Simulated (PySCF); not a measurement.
Si(H)(Cl) cation (ClHSi), SMILES Cl[SiH] (connectivity only; charge and spin as stated), charge +1, multiplicity 2.

The structure is a stationary point at B3LYP-D3(BJ)/def2-TZVP. The spin state was assumed, not searched. The isomer is the one that the SMILES or the coordinates give; other isomers of the formula were not compared.

Two levels are set side by side: PBE/def2-TZVPD (PySCF) and CAM-B3LYP/def2-TZVPD (PySCF). Same geometry, gas phase. Differences are taken from unrounded values.

```
quantity                     CAM-B3LYP
---------------------------  ---------
α-spin orbital gap (eV)           7.18
β-spin orbital gap (eV)           8.11
mean polarisability (bohr³)       33.7
```

Problem. What does PBE give, and how far is it from CAM-B3LYP? (Estimate from the structure and the level; the computed values follow.)

Solution. 
```
quantity                      PBE  PBE minus CAM-B3LYP
---------------------------  ----  -------------------
α-spin orbital gap (eV)      2.55                -4.64
β-spin orbital gap (eV)      3.61                -4.50
mean polarisability (bohr³)  34.7                  1.0
```

Rough cost on one machine, each run with all the roots and properties that it gave: CAM-B3LYP against PBE within a factor of 2.
